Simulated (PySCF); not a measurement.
# One molecule, several mistakes: AlCH7Si2

All numbers below are calculated, not measured. The program is PySCF 2.14.0, an open-source quantum chemistry code, run on an isolated molecule that a program drew, which may never have been made. The molecule is AlCH7Si2 (charge 0, singlet), drawn as the SMILES string `[AlH2][C](=[SiH2])[SiH3]`.

Each row is a Hartree-Fock (HF) and frozen-core CCSD(T) single point in the cc-pV(D+d)Z basis, meant for a local HF minimum. Run 1 is clean. Each other run has one planted mistake out of seven kinds, and not every kind appears here: one electron removed, one electron added, multiplicity raised by two, geometry at a saddle point, minimal basis STO-3G, one bond length entered in bohr, all coordinates scaled. The reference is restricted for singlets and unrestricted otherwise, and also for a bond in bohr. Adding or removing an electron swaps singlet and doublet. Electrons count all cores. HOMO and LUMO are orbital energies over both spins, the gradient is its largest component, and the lowest frequency (negative if imaginary) is given only where the gradient is small. Bond lengths are over the 10 bonds as drawn. T1 is the CCSD diagnostic: over 0.02 (restricted) or 0.045 (unrestricted) a single reference is doubtful.

Geometry of the clean run:
```xyz
11
AlCH7Si2, angstrom
Al   -1.5821    0.7699    2.0185
C    -0.4052    0.4519    0.5247
Si    1.2621    0.6402    0.7990
Si   -1.0382   -0.0400   -1.1526
H    -3.1486    0.6193    1.8587
H    -0.9693    1.1863    3.4188
H     1.8403    1.0273    2.0976
H     2.3128    0.4410   -0.2173
H    -1.7952   -1.3157   -1.0931
H    -1.9545    0.9875   -1.7085
H     0.0757   -0.2215   -2.1207
```

```
run,electrons,basis functions,<S^2>,HOMO (eV),LUMO (eV),gradient (hartree/bohr),lowest frequency (cm^-1),mean bond (Å),longest bond (Å),T1,HF (hartree),CCSD(T) (hartree),mistake
1,54,118,0.000,-9.18,1.02,1.7e-05,115,1.6058,1.928,0.0139,-861.69023,-862.17157,no fault
2,54,118,0.988,-9.01,0.68,1.2e-02,-,1.7369,2.784,0.0473,-861.58043,-862.04911,one bond length entered in bohr
3,54,118,0.000,-8.54,0.71,3.6e-02,-,1.7535,2.106,0.0165,-861.62034,-862.11814,all coordinates scaled
4,55,118,0.852,-0.18,6.14,5.5e-02,-,1.6058,1.928,0.0215,-861.67508,-862.17526,?
```

**Which mistake was planted in run 4, and what did it cost?**

It counts 55 electrons, one more than the clean run, at the same geometry and basis. So the mistake is: one electron added. Subtracting run 1 and multiplying by 627.51 kcal/mol a hartree, the energy moved by 9.5 kcal/mol in HF and -2.3 kcal/mol in CCSD(T).

Cautions from the logs. Run 2: T1 is over the limit, so its CCSD(T) energy is less reliable.
